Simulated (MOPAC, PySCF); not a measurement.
C$_{5}$H$_{6}$, SMILES `C#CC1CC1`, neutral singlet in the gas phase. 

Cartesian coordinates (Å):
```xyz
11

C      2.3988     0.4134    -0.5907
C      1.3545    -0.0089    -0.1634
C      0.1081    -0.5042     0.3410
C     -1.1460    -0.3845    -0.5045
C     -0.9933     0.4707     0.7130
H      3.3214     0.7838    -0.9672
H      0.1859    -1.3938     0.9560
H     -1.0359     0.0841    -1.4731
H     -1.8408    -1.2137    -0.4700
H     -0.7792     1.5216     0.5737
H     -1.5825     0.2326     1.5892
```
Charge 0, spin multiplicity 1.

All levels are single points at this geometry (TPSSh-D3(BJ)/def2-TZVP); Pople sets use spherical d functions. Orbital energies aren't observables, and empty levels follow the basis.

PM6 in MOPAC gives gap (eV) = 11.76.

Estimate the gap (eV) from each of these levels: PBE-D3(BJ)/def2-TZVP in PySCF; TPSSh-D3(BJ)/def2-TZVP in PySCF; B3LYP/6-311+G** in PySCF; BP86/6-31G* in PySCF; M06-2X/6-31G* in PySCF; PBE/6-31G* in PySCF; SVWN5/6-31G* in PySCF; PM7 in MOPAC.


```
level                            gap (eV)
-------------------------------  --------
PBE-D3(BJ)/def2-TZVP in PySCF        5.94
TPSSh-D3(BJ)/def2-TZVP in PySCF      7.00
B3LYP/6-311+G** in PySCF             6.99
BP86/6-31G* in PySCF                 6.20
M06-2X/6-31G* in PySCF              10.62
PBE/6-31G* in PySCF                  6.20
SVWN5/6-31G* in PySCF                6.14
PM7 in MOPAC                        11.68
```
